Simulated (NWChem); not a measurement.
System: HfH4S2; SMILES [SH][HfH2][SH]

Here is an NWChem input.

```
start job
memory heap 200 mb stack 900 mb global 1100 mb
geometry units angstroms noautoz
  Hf    -0.211956     0.031413     0.076442
  H     -1.547423    -0.152966     1.328747
  H     -0.974623    -0.013154    -1.600224
  S      1.346493    -1.815883     0.234928
  H      1.081514    -2.027410    -1.083781
  S      0.817460     2.208057     0.394480
  H      2.061185     1.684002     0.517403
end
basis spherical
  * library def2-svp
end
ecp
  Hf library def2-ecp
end
dft
  xc xpbe96 cpbe96
  iterations 150
  vectors input atomic output neutral.movecs
end
task dft energy
charge 1
dft
  odft
  mult 2
  vectors input atomic output cation.movecs
end
task dft energy
```

Output (shortened):

```
             Northwest Computational Chemistry Package (NWChem) 7.3.0
             --------------------------------------------------------

 C1  symmetry detected

                             Geometry "geometry" -> ""
                             -------------------------

 Output coordinates in angstroms (scale by  1.889725989 to convert to a.u.)

  No.       Tag          Charge          X              Y              Z
 ---- ---------------- ---------- -------------- -------------- --------------
    1 Hf                  72.0000    -0.40367827     0.00222417     0.00881673
    2 H                    1.0000    -1.51824392     0.04527378     1.47224616
    3 H                    1.0000    -1.44113422    -0.03675308    -1.51335999
    4 S                   16.0000     0.94576224    -2.00881998     0.04191221
    5 H                    1.0000     0.43824200    -2.25480337    -1.19738854
    6 S                   16.0000     0.89839647     2.05237625    -0.00130225
    7 H                    1.0000     2.07943207     1.38924198    -0.04606183

 Effective nuclear repulsion energy (a.u.)     632.2815314296

 Summary of "ao basis" -> "ao basis" (spherical)
 ------------------------------------------------------------------------------
       Tag                 Description            Shells   Functions and Types
 ---------------- ------------------------------  ------  ---------------------
 Hf                         def2-svp                12       32   6s3p2d1f
 H                          def2-svp                 3        5   2s1p
 S                          def2-svp                 8       18   4s3p1d

            General Information
            -------------------
          SCF calculation type: DFT
          Wavefunction type:  closed shell.
          No. of atoms     :     7
          No. of electrons :    48
           Alpha electrons :    24
            Beta electrons :    24
          Charge           :     0
          Spin multiplicity:     1
          Use of symmetry is: off; symmetry adaption is: off
          Maximum number of iterations: 150
          AO basis - number of functions:    88
                     number of shells:    40
          Convergence on energy requested:  1.00D-06
          Convergence on density requested:  1.00D-05
          Convergence on gradient requested:  5.00D-04

              XC Information
              --------------
          PerdewBurkeErnzerhof Exchange Functional  1.000
            Perdew 1991 LDA Correlation Functional  1.000 local
           PerdewBurkeErnz. Correlation Functional  1.000 non-local

             Grid Information
             ----------------
          Grid used for XC integration:  medium
          Radial quadrature: Mura-Knowles
          Angular quadrature: Lebedev.
          Tag              B.-S. Rad. Rad. Pts. Rad. Cut. Ang. Pts.
          ---              ---------- --------- --------- ---------
          Hf                  1.55      123          10.0       590
          H                   0.35       45          11.0       434
          S                   1.00       88          11.0       590
          Grid pruning is: on
          Number of quadrature shells:   479
          Spatial weights used:  Erf1

      Superposition of Atomic Density Guess
      -------------------------------------

 Sum of atomic energies:        -848.62999322

      Non-variational initial energy
      ------------------------------

 Total energy =    -844.242271
 1-e energy   =   -1489.726274
 2-e energy   =     489.548384
 HOMO         =      -0.312747
 LUMO         =       0.007785

   convergence    iter        energy       DeltaE   RMS-Dens  Diis-err
 ---------------- ----- ----------------- --------- --------- ---------
 d= 0,ls=0.0,diis     1   -846.1000171452 -1.00D+03  4.65D-02  9.00D-01
 d= 0,ls=0.0,diis     2   -842.5277247162  3.57D+00  3.69D-02  2.36D+01
 d= 0,ls=0.0,diis     3   -846.2413496346 -3.71D+00  5.75D-03  1.27D-01
 d= 0,ls=0.0,diis     4   -846.2555414968 -1.42D-02  2.44D-03  5.20D-02
 d= 0,ls=0.0,diis     5   -846.2650365068 -9.50D-03  3.59D-04  4.75D-04
  Resetting Diis
 d= 0,ls=0.0,diis     6   -846.2650958043 -5.93D-05  1.65D-04  1.36D-04
 d= 0,ls=0.0,diis     7   -846.2651199400 -2.41D-05  1.20D-04  1.45D-05
 d= 0,ls=0.0,diis     8   -846.2651141356  5.80D-06  8.05D-05  4.49D-05
 d= 0,ls=0.0,diis     9   -846.2651225665 -8.43D-06  1.00D-05  4.82D-07
 d= 0,ls=0.0,diis    10   -846.2651226339 -6.73D-08  4.04D-06  1.08D-07

         Total DFT energy =     -846.265122633874
      One electron energy =    -1491.861292394244
           Coulomb energy =      548.054466913335
    Exchange-Corr. energy =      -58.393915625914
 Nuclear repulsion energy =      155.935618472949

 Numeric. integr. density =       47.999997913059

                       DFT Final Molecular Orbital Analysis
                       ------------------------------------

 Vector   22  Occ=2.000000D+00  E=-2.648893D-01
              MO Center= -4.4D-01, -1.0D-01,  3.1D-02, r^2= 4.4D+00
   Bfn.  Coefficient  Atom+Function         Bfn.  Coefficient  Atom+Function
  ----- ------------  ---------------      ----- ------------  ---------------
    19      0.399658  1 Hf d  1              33      0.256850  2 H  s
    38     -0.227698  3 H  s                 53      0.218599  4 S  px
    78     -0.211519  6 S  pz                39     -0.167027  3 H  s
    50      0.165607  4 S  px                75     -0.163354  6 S  pz
    34      0.161403  2 H  s                 55     -0.111867  4 S  pz

 Vector   23  Occ=2.000000D+00  E=-2.577491D-01
              MO Center=  5.9D-01, -4.9D-01,  1.4D-01, r^2= 5.1D+00
   Bfn.  Coefficient  Atom+Function         Bfn.  Coefficient  Atom+Function
  ----- ------------  ---------------      ----- ------------  ---------------
    53      0.313131  4 S  px                78      0.302845  6 S  pz
    54      0.248639  4 S  py                50      0.235222  4 S  px
    75      0.226025  6 S  pz                55     -0.185008  4 S  pz
    51      0.182889  4 S  py                17      0.152011  1 Hf d -1
    52     -0.134875  4 S  pz                47      0.134093  4 S  px

 Vector   24  Occ=2.000000D+00  E=-2.504350D-01
              MO Center=  1.0D-01,  8.5D-01,  1.9D-01, r^2= 5.0D+00
   Bfn.  Coefficient  Atom+Function         Bfn.  Coefficient  Atom+Function
  ----- ------------  ---------------      ----- ------------  ---------------
    78      0.433880  6 S  pz                75      0.318230  6 S  pz
    34      0.230678  2 H  s                 33      0.222237  2 H  s
    72      0.181930  6 S  pz                 9     -0.173006  1 Hf pz
    19      0.159638  1 Hf d  1              39     -0.153270  3 H  s
    53     -0.142495  4 S  px                38     -0.141218  3 H  s

 Vector   25  Occ=0.000000D+00  E=-1.109867D-01
              MO Center= -4.8D-01,  1.4D-02, -2.4D-02, r^2= 2.7D+00
   Bfn.  Coefficient  Atom+Function         Bfn.  Coefficient  Atom+Function
  ----- ------------  ---------------      ----- ------------  ---------------
    20      0.610503  1 Hf d  2              18     -0.488166  1 Hf d  0
    17     -0.226226  1 Hf d -1              23     -0.189140  1 Hf d  0
    25      0.187304  1 Hf d  2              85     -0.167935  7 H  s
    53     -0.124265  4 S  px                16      0.121011  1 Hf d -2
    77      0.102047  6 S  py                84     -0.099870  7 H  s

 Vector   26  Occ=0.000000D+00  E=-1.008619D-01
              MO Center= -3.0D-01, -1.4D-01,  5.9D-02, r^2= 3.0D+00
   Bfn.  Coefficient  Atom+Function         Bfn.  Coefficient  Atom+Function
  ----- ------------  ---------------      ----- ------------  ---------------
    17      0.766781  1 Hf d -1              18     -0.262842  1 Hf d  0
    22      0.253099  1 Hf d -1              62     -0.234110  5 H  s
    78     -0.214949  6 S  pz                39      0.152862  3 H  s
    23     -0.129440  1 Hf d  0              61     -0.125237  5 H  s
    54     -0.116191  4 S  py                75     -0.109228  6 S  pz

 Vector   27  Occ=0.000000D+00  E=-8.951263D-02
              MO Center= -4.5D-01,  3.2D-01, -9.7D-02, r^2= 4.6D+00
   Bfn.  Coefficient  Atom+Function         Bfn.  Coefficient  Atom+Function
  ----- ------------  ---------------      ----- ------------  ---------------
    16      0.591257  1 Hf d -2              54      0.354114  4 S  py
    21      0.308908  1 Hf d -2              85     -0.282681  7 H  s
    18      0.230707  1 Hf d  0              14     -0.218113  1 Hf py
    46      0.189197  4 S  s                 76      0.187707  6 S  px
    84     -0.163266  7 H  s                 55      0.156317  4 S  pz

     Multipole analysis of the density
     ---------------------------------

     L   x y z        total         alpha         beta         nuclear
     -   - - -        -----         -----         ----         -------
     0   0 0 0      0.000000    -24.000000    -24.000000     48.000000

     1   1 0 0      0.308964    -22.730757    -22.730757     45.770479
     1   0 1 0     -0.258280     -0.003048     -0.003048     -0.252185
     1   0 0 1     -0.306839      0.346417      0.346417     -0.999673

     2   2 0 0    -39.595996    -87.788954    -87.788954    135.981912
     2   1 1 0      0.535598     -1.478173     -1.478173      3.491943
     2   1 0 1      0.221515      0.292894      0.292894     -0.364274
     2   0 2 0    -42.177609   -269.240791   -269.240791    496.303974
     2   0 1 1      1.771476     -1.557809     -1.557809      4.887095
     2   0 0 2    -41.837765    -31.494044    -31.494044     21.150322

                                 NWChem DFT Module
                                 -----------------

            General Information
            -------------------
          SCF calculation type: DFT
          Wavefunction type:  spin polarized.
          No. of atoms     :     7
          No. of electrons :    47
           Alpha electrons :    24
            Beta electrons :    23
          Charge           :     1
          Spin multiplicity:     2
          Use of symmetry is: off; symmetry adaption is: off
          Maximum number of iterations: 150
          AO basis - number of functions:    88
                     number of shells:    40
          Convergence on energy requested:  1.00D-06
          Convergence on density requested:  1.00D-05
          Convergence on gradient requested:  5.00D-04

              XC Information
              --------------
          PerdewBurkeErnzerhof Exchange Functional  1.000
            Perdew 1991 LDA Correlation Functional  1.000 local
           PerdewBurkeErnz. Correlation Functional  1.000 non-local

             Grid Information
             ----------------
          Grid used for XC integration:  medium
          Radial quadrature: Mura-Knowles
          Angular quadrature: Lebedev.
          Tag              B.-S. Rad. Rad. Pts. Rad. Cut. Ang. Pts.
          ---              ---------- --------- --------- ---------
          Hf                  1.55      123          10.0       590
          H                   0.35       45          11.0       434
          S                   1.00       88          11.0       590
          Grid pruning is: on
          Number of quadrature shells:   479
          Spatial weights used:  Erf1

      Superposition of Atomic Density Guess
      -------------------------------------

 Sum of atomic energies:        -848.62999322

 Renormalizing density from      48.00 to     47

      Non-variational initial energy
      ------------------------------

 Total energy =    -833.391679
 1-e energy   =   -1458.690310
 2-e energy   =     469.363013
 HOMO         =      -0.509572
 LUMO         =      -0.223396

[...]
```

Level: PBE/def2-SVP with def2 effective core potentials on Hf, vertical spin-unrestricted ions. Coordinates come from a PBE0/def2-SVP optimisation. Not confirmed as a minimum by frequencies. def2 effective core potentials on Hf; no spin-orbit coupling.
